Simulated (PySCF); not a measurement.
## Excitation energy of La⁺ by level of theory

La⁺ [Xe] 5d2 (3F) → La⁺ [Xe] 5d1 6s1 (3D), as a difference of total energies. Computed with PySCF 2.14 in x2c-TZVPPall with one added diffuse shell each of s, p, d type (12s8p8d3f1g, 106 functions), with the spin-free X2C one-electron Hamiltonian (Gaussian nucleus). Correlated levels: valence: [Kr] 4d10 frozen; valence and next inner shell: [Ar] 3d10 frozen. The calculations carry no spin-orbit coupling.

```csv
method,excitation energy (eV)
UHF,0.173
LDA,0.073
PBE,0.258
PBE0,0.334
r2SCAN,0.410
MP2 (valence),0.008
SCS-MP2 (valence),0.072
MP2 (valence and next inner shell),-0.143
SCS-MP2 (valence and next inner shell),-0.047
```

Q: How much does correlation contribute at MP2 (valence and next inner shell)?

A: -0.143 − (0.173) = -0.316 eV, measured against UHF.

Errors of the correlated levels include the incompleteness of this basis and the frozen core.

For comparison: 0.195 eV (measured; NIST levels, between the centres of gravity of the two terms).
